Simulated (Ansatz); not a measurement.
A run for Ansatz (a program for electronic structure): R-BLYP/def2-TZVPP on H3O3V (SMILES [OH][V]([OH])[OH]), 2S+1 = 1, a spin state set in the input, which need not be the lowest.

Ansatz 0.2 input:
```yaml
crystal:
  periodic: [false, false, false]
  atoms:
    - {symbol: V, position_ang: [-0.01413237, -0.01121994, -0.02213559]}
    - {symbol: O, position_ang: [-1.20599129, -1.29939347, 0.04905411]}
    - {symbol: H, position_ang: [-2.07459964, -1.57758332, -0.24476087]}
    - {symbol: O, position_ang: [-0.34523463, 1.44103630, -0.95290308]}
    - {symbol: H, position_ang: [0.00134067, 2.29283415, -1.22216065]}
    - {symbol: O, position_ang: [1.50810203, -0.17486795, 0.83862881]}
    - {symbol: H, position_ang: [2.02840730, -0.74640930, 1.40508902]}
basis:
  gaussian:
    orbitals: def2-TZVPP
hamiltonian:
  xc: {name: BLYP}
```

**Question.** Predict the final total energy.

**Answer.** -1171.7112 hartree.

**Question.** How many basis functions does it have, and what does it roughly cost on one machine?

**Answer.** 199 functions; roughly 10 core-seconds.
